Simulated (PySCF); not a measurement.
SbCl2Br, SMILES [Br][Sb]([Cl])[Cl]. Heavy atoms are numbered as in [Sb:1]([Cl:2])([Cl:3])[Br:4].

Coordinates come from a r2SCAN-D4/def2-SVP optimisation. The def2 effective core potentials stand for the cores of Sb; spin–orbit coupling is left out.

Computed with PySCF with HF/def2-TZVP.

Atomic charges (e), one atom of each kind:

| atom | Mulliken | Löwdin |
|---|---|---|
| Sb1 | 1.08 | 0.21 |
| Cl2 | -0.37 | -0.07 |
| Br4 | -0.33 | -0.06 |
